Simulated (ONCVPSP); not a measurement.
## Mn (Z = 25): excitation energies, all-electron against ONCV

| Quantity | Value |
| --- | --- |
| Element | manganese (Mn) |
| Generator | ONCVPSP 4.0.1 |
| Type | optimised norm-conserving Vanderbilt (ONCV) |
| Functional | PBE |
| Relativity | scalar-relativistic |
| Frozen core | [Ar] |
| Valence charge | 7 |
| Reference configuration | 3d5 4s2 |
| Partial waves | 4s: rc 2.80 bohr, ncon 4, nbas 8, qcut 2.4 1/bohr, 2 projectors, debl 1.3 Ha; p scattering state at 0.35 Ha: rc 3.05 bohr, ncon 4, nbas 7, qcut 2.2 1/bohr, 1 projector; 3d: rc 1.10 bohr, ncon 5, nbas 10, qcut 11.1 1/bohr, 2 projectors, debl 2.4 Ha |
| Local potential | polynomial inside 0.85 bohr (lpopt 3, dvloc0 6 Ha) |
| Core correction | none |

In the p channel the program set the typed energies aside and used 0.050 Ha.

Energies are relative to the spin-unpolarised reference configuration 3d5 4s2; without spin polarisation the order of configurations can differ from experiment.

```csv
valence configuration,charge,ΔE all-electron (eV),error AE − PS (meV)
3d5 4s1,+1,8.416,+1.1
3d4 4s0,+3,56.534,+59
3d3 4s0,+4,107.296,-514
```

(1) What are ΔE and the potential's error for 3d5 4s0?

Levels in the configuration 3d5 4s0:

```csv
level,all-electron (eV),pseudo (eV)
3d,-24.318,-24.185
```

Note: ghosts flagged at negative energy: s at -11.8 eV (a further GHOST(-) flag falls on a real empty level of the atom); GHOST(+) flagged for p at 4.4 eV. A true bound ghost makes a file unfit for plane-wave use.

Results:

(1) ΔE = 24.015 eV all-electron; the error (AE − PS) is +73 meV.
